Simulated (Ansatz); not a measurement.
Calculated with Ansatz (gas phase, PBE0-D4/def2-TZVP geometries, no zero-point term in ΔE). CCSD(T)/CBS adds triple-zeta CCSD(T) − MP2 to the extrapolated MP2 energy (def2 sets, frozen cores). This one scheme is used for every species. Functionals use def2-TZVPP. One conformer a species, not always the lowest.

`N[SiH](O)Cl` + `N[SiH2]N` → `N[SiH2]N[SiH](N)O` + HCl  (ligand exchange at the Si–Cl bond)

| species | r2SCAN-D4 energy (Eh) |
| --- | --- |
| `N[SiH](O)Cl` | -882.18218 |
| `N[SiH2]N` | -402.63546 |
| `N[SiH2]N[SiH](N)O` | -824.02206 |
| HCl | -460.78592 |

(1) Work out ΔE.

Largest T1 diagnostic among the species: 0.011.

Results:

(1) ΔE = (-824.02206) + (-460.78592) − (-882.18218) − (-402.63546) = 0.00966 Eh = +25.4 kJ/mol. CCSD(T)/CBS gives +22.5 kJ/mol.

The D4 term adds −11.4 kJ/mol with B3LYP and −6.8 kJ/mol with PBE0; it sums over pairs of atoms, weighted by their polarisabilities, and B3LYP, whose exchange is more repulsive, gets the larger term. In def2-TZVPP, CCSD(T) changes the Hartree–Fock value by −23.4 kJ/mol (the triples alone add −3.2 kJ/mol) and MP2 by −19.6 kJ/mol.

B3LYP here is the variant with VWN-RPA as its local correlation; programs differ in this.
